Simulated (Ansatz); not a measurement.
`FCBCl` + HI → `FCBI` + HCl at 400 K and 1 bar (ligand exchange at a B–Cl bond).

Isolated molecules relaxed with PBE0-D4/def2-TZVP in Ansatz; ΔE leaves out vibrations. CBS: MP2 limit from def2 TZ/QZ plus the TZ coupled-cluster correction, frozen cores. This one scheme is used for every species. def2 core potentials past Kr. For I outer-core shells are correlated without core-valence functions, which leaves a few kJ/mol of doubt a bond. One conformer a species, not always the lowest.

```
species  CCSD(T)/CBS energy (Eh)  H − E (kJ/mol)  S (J/(mol·K))
`FCBCl`               -624.24106           136.5          320.2
     HI               -298.03592            25.7          215.0
 `FCBI`               -461.88901           134.7          340.4
    HCl               -460.38127            29.6          195.4
```

H − E and S are ideal-gas, rigid-rotor, harmonic terms from PBE0-D4/def2-TZVP, for one conformer and one mirror image of each species. 1 Eh = 2625.50 kJ/mol, R = 8.31446 J/(mol·K).

Question: By hand: ΔE, ΔH, ΔS and ΔG.

Answer: ΔE = (-461.88901) + (-460.38127) − (-624.24106) − (-298.03592) = 0.00670 Eh = 17.6 kJ/mol. Δ(H − E) = 134.7 + 29.6 − 136.5 − 25.7 = 2.1, so ΔH = 19.7 kJ/mol. ΔS = 340.4 + 195.4 − 320.2 − 215.0 = 0.6 J/(mol·K). ΔG = 19.7 − 400 × (0.6)/1000 = 19.5 kJ/mol.

Question: By hand: the equilibrium constant, and the temperature at which ΔG would vanish if ΔH and ΔS stayed fixed.

Answer: log₁₀ K = −ΔG/(RT ln 10) = -2.5. ΔG = 0 at ΔH/ΔS = 32833 K, far beyond where these terms or the molecules hold.

The number of gas molecules stays the same, so ΔS is small and ΔH decides. A doubt of 5 kJ/mol in ΔE shifts log₁₀ K by 0.7 here. Other conformers and mirror images would add mixing entropy, several J/(mol·K) or more a flexible species. These are equilibria of isolated gas molecules and say nothing of rates. Largest T1 diagnostic: 0.012 (customary marks: 0.02 for closed shells, 0.045 for open ones).
